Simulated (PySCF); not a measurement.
Ne⁺ (neon, charge +1) across methods

[He] 2s2 2p5, 2P determinant. All numbers are calculated (PySCF 2.14, the spin-free X2C one-electron Hamiltonian (Gaussian nucleus), in dyall-acv3z).

```json
{"method": "PW91", "E (hartree)": "-128.2876", "mean ε 2s β (eV)": "-54.284", "mean ε 2p α (eV)": "-33.325", "mean ε 2p β (eV)": "-31.357", "Σ⟨r²⟩ (bohr²)": "6.915", "⟨S²⟩": "0.751"}
{"method": "PBE0", "E (hartree)": "-128.2234", "mean ε 2s β (eV)": "-58.062", "mean ε 2p α (eV)": "-36.360", "mean ε 2p β (eV)": "-34.209", "Σ⟨r²⟩ (bohr²)": "6.856", "⟨S²⟩": "0.751"}
{"method": "BHandHLYP", "E (hartree)": "-128.3064", "mean ε 2s β (eV)": "-61.854", "mean ε 2p α (eV)": "-39.500", "mean ε 2p β (eV)": "-37.230", "Σ⟨r²⟩ (bohr²)": "6.831", "⟨S²⟩": "0.751"}
{"method": "UHF", "E (hartree)": "-127.96265", "mean ε 2s β (eV)": "-68.397", "mean ε 2p α (eV)": "-44.928", "mean ε 2p β (eV)": "-42.086", "Σ⟨r²⟩ (bohr²)": "6.753", "⟨S²⟩": "0.753"}
{"method": "revPBE", "E (hartree)": "-128.2850", "mean ε 2s β (eV)": "-54.207", "mean ε 2p α (eV)": "-33.148", "mean ε 2p β (eV)": "-31.172", "Σ⟨r²⟩ (bohr²)": "6.913", "⟨S²⟩": "0.751"}
{"method": "PBE", "E (hartree)": "-128.2111", "mean ε 2s β (eV)": "-54.200", "mean ε 2p α (eV)": "-33.204", "mean ε 2p β (eV)": "-31.227", "Σ⟨r²⟩ (bohr²)": "6.920", "⟨S²⟩": "0.751"}
{"method": "TPSSh", "E (hartree)": "-128.3240", "mean ε 2s β (eV)": "-56.414", "mean ε 2p α (eV)": "-34.696", "mean ε 2p β (eV)": "-32.690", "Σ⟨r²⟩ (bohr²)": "6.859", "⟨S²⟩": "0.751"}
{"method": "LDA", "E (hartree)": "-127.5550", "mean ε 2s β (eV)": "-54.081", "mean ε 2p α (eV)": "-33.366", "mean ε 2p β (eV)": "-31.233", "Σ⟨r²⟩ (bohr²)": "6.945", "⟨S²⟩": "0.751"}
{"method": "r2SCAN", "E (hartree)": "-128.2847", "mean ε 2s β (eV)": "-55.520", "mean ε 2p α (eV)": "-34.186", "mean ε 2p β (eV)": "-32.017", "Σ⟨r²⟩ (bohr²)": "6.832", "⟨S²⟩": "0.752"}
```
